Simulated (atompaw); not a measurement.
**What the settings do to the PAW (atompaw) potential of chlorine (Cl)**

Base potential:

Cl, PAW, made with atompaw 4.2.0.5 (PBE, non-relativistic). Core [Ne], reference 3s2 3p5. Waves: 3s (bound): rc 1.55 bohr; 3s channel at -0.75 Ry: rc 1.55 bohr; 3p (bound): rc 1.55 bohr; 3p channel at -0.3 Ry: rc 1.55 bohr; 3d channel at 0.05 Ry: rc 1.55 bohr; 3d channel at 2.7 Ry: rc 1.55 bohr. Local part: troulliermartins scheme with l = 3 at 0 Ry, radius 1.35 bohr. Core correction: smooth core density matched at 0.95 bohr. Augmentation charge: sinc compensation charge, radius 1.35 bohr; PAW radius 1.55 bohr; waves and projectors: custom rrkj gramschmidtortho.

All-electron outer shells of the reference configuration (PBE, non-relativistic, ld1.x):

| shell | level (eV) | outermost node (bohr) | outermost maximum (bohr) |
| --- | --- | --- | --- |
| 2p | -191.57 | – | 0.30 |
| 3s | -20.53 | 0.56 | 1.29 |
| 3p | -8.61 | 0.53 | 1.43 |

Cutoffs, loose and tight: the cutoffs (Ry, on a coarse ladder) from which the occupation-weighted sum of valence levels, in a spherical-Bessel basis at the reference potential, stays within 10 and 1 mRy of its value at 400 Ry. They see the waves, projectors and local potential, not the compensation charge or the core. A dash means not determined.

A true bound ghost makes a file unfit for plane-wave use even where its test errors are small: the radial tests pick states by their node count and pass the ghost by.

| change | outcome | cutoff, loose | cutoff, tight | bound ghosts |
| --- | --- | --- | --- | --- |
| base | generated | 25 Ry | 35 Ry | none |
| wave 3d channel at 0.05 Ry: rc 1.55 bohr becomes 3d channel at 0.16 Ry: rc 1.55 bohr | generated | 25 Ry | 35 Ry | none |
| core correction smooth core density matched at 1.52 bohr | generated, no UPF (negative core plus compensation charge) | 25 Ry | 35 Ry | none |
| wave 3s (bound): rc 1.55 bohr becomes 3s (bound): rc 1.20 bohr | generated | 25 Ry | 50 Ry | none |
| local potential troulliermartins scheme with l = 3 at 0 Ry, radius 1.46 bohr | generated | 25 Ry | 35 Ry | none |
| augmentation sinc compensation charge, radius 1.35 bohr; PAW radius 1.55 bohr; waves and projectors: custom rrkj vanderbiltortho | generated | 25 Ry | 35 Ry | none |
| augmentation sinc compensation charge, radius 1.32 bohr; PAW radius 1.55 bohr; waves and projectors: custom rrkj gramschmidtortho | generated | 25 Ry | 35 Ry | none |

**Question.** What comes out with this change to the base: all radii scaled by about 0.75 (s 1.16, p 1.16, d 1.16 bohr); local potential troulliermartins scheme with l = 3 at 0 Ry, radius 1.02 bohr; augmentation sinc compensation charge, radius 1.02 bohr; PAW radius 1.16 bohr; waves and projectors: custom rrkj gramschmidtortho; core correction smooth core density matched at 0.72 bohr?

**Answer.** outcome: generated; cutoff, loose: 30 Ry; cutoff, tight: 60 Ry; bound ghosts: s.
